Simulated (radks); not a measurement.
Q: Radial electron density D(r) = 4 pi r^2 rho(r) of an atom or ion with 27 electrons. Calculated with a radial shooting solver on a logarithmic mesh with Libxc functionals: Dirac Kohn-Sham, PBE, spin-unpolarised, spherical densities, finite nucleus; Fermi nuclear charge, rms radius of each element as measured or else 0.836 A^(1/3) + 0.57 fm.

```
   r/bohr * D(r) (the largest magnitude, 37.5, reaches the edge; | marks zero)
 0.002935 | *
 0.003761 |   *
 0.004819 |    *
 0.006127 |       *
 0.007851 |           *
  0.01006 |                *
  0.01289 |                       *
  0.01652 |                              *
  0.02117 |                                      *
  0.02713 |                                             *
  0.03477 |                                                 *
  0.04455 |                                                *
  0.05664 |                                            *
  0.07258 |                                       *
    0.093 |                                       *
   0.1192 |                                              *
   0.1527 |                                                      *
   0.1957 |                                                      *
   0.2508 |                                         *
   0.3214 |                           *
   0.4118 |                       *
   0.5236 |                           *
   0.6709 |                             *
   0.8597 |                       *
    1.102 |             *
    1.412 |      *
    1.809 |  *
    2.318 |*
    2.971 *
    3.807 *
```

What is the nuclear charge?

A: Z = 28. The innermost maximum, from 1s, lies near gamma/Z bohr with gamma = sqrt(1 - (Z/c)^2) = 0.979, here 0.035 bohr (found: 0.0377), and its height grows with Z. The density is that of the nickel ion Ni+ in [Ar] 3d9; the configuration itself is not fixed sharply by these data, and Z only to about a unit. D(r) has 3 maxima, at r = 0.0377, 0.172, 0.629 bohr, and minima at 0.0818, 0.396 bohr, inside which lie 2.12, 10.78 electrons.
